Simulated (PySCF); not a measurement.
# Working out the ionisation energy of Rh

Rh [Kr] 4d8 5s1 (4F) → Rh+ [Kr] 4d8 (3F). Computed with PySCF 2.14 in def2-QZVPPD with the def2 core potential (28 electrons), with a scalar-relativistic core potential. Frozen: nothing. Energies in hartree (1 hartree = 27.21139 eV):

```csv
part,Rh (lower),Rh+ (upper)
UHF,-109.746485,-109.514678
MP2 opposite-spin,-0.405737,-0.383753
MP2 same-spin,-0.189142,-0.168323
```

What does Hartree-Fock give?

(-109.514678) − (-109.746485) = 0.231807 hartree = 6.308 eV.

What do MP2 and SCS-MP2 (6/5 opposite-spin, 1/3 same-spin) give?

The opposite-spin parts differ by 0.598 eV and the same-spin parts by 0.567 eV. MP2: 6.308 + (0.598) + (0.567) = 7.473 eV. SCS-MP2: 6.308 + 1.2 × (0.598) + (0.567)/3 = 7.215 eV.

Measured between the centres of the two terms (NIST): 7.479 eV, so MP2 (valence and next inner shell) is off by -0.006 eV.

What remains against the reference includes basis incompleteness and correlation beyond second order.
